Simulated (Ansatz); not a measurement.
Stepwise reaction of `[OH][Zr]([OH])([Br])[Br]` with hydrogen chloride, as a gas-phase model of exchange steps in deposition or etching. ΔE in kJ/mol; ΔG adds harmonic PBE0-D4 terms to CCSD(T)/CBS, at 1 bar.

Computed with Ansatz on PBE0-D4/def2-TZVP structures; ΔE is electronic, products minus reactants. CCSD(T)/CBS adds triple-zeta CCSD(T) − MP2 to the extrapolated MP2 energy (def2 sets, frozen cores). This one scheme is used for every species. DFT in def2-TZVPP. B3LYP here is the variant with VWN-RPA as its local correlation; programs differ in this. def2 core potentials past Kr. For Br, Zr outer-core shells are correlated without core-valence functions, which leaves a few kJ/mol of doubt a bond. Scalar relativity is left out up to krypton. Each species was taken in one conformer, which may not be the lowest.

```tsv
step	reaction	PBE-D4	B3LYP-D4	ωB97M-V	CCSD(T)/CBS	ΔG(600 K)
1	`[OH][Zr]([OH])([Br])[Br]` + HCl → `[OH][Zr]([OH])([Cl])[Br]` + HBr	0.1	-0.2	0.1	3.8	-1.1
2	`[OH][Zr]([OH])([Cl])[Br]` + HCl → `[OH][Zr]([OH])([Cl])[Cl]` + HBr	0.1	-0.2	0.2	3.7	5.4
```

(1) By hand: ΔE of the 2 steps together at CCSD(T)/CBS.

Answers

(1) (3.8) + (3.7) = 7.5 kJ/mol, or 3.8 kJ/mol a step.

In ΔE the steps differ by no more than 0.1 kJ/mol. ΔG lies between -1.1 and 5.4 kJ/mol a step. PBE-D4 differs from CCSD(T)/CBS by -3.7 to -3.6 kJ/mol a step. Only this route is followed, and other bonds may react first. Isolated molecules leave out the surface, adducts and barriers. Largest T1 diagnostic: 0.016.
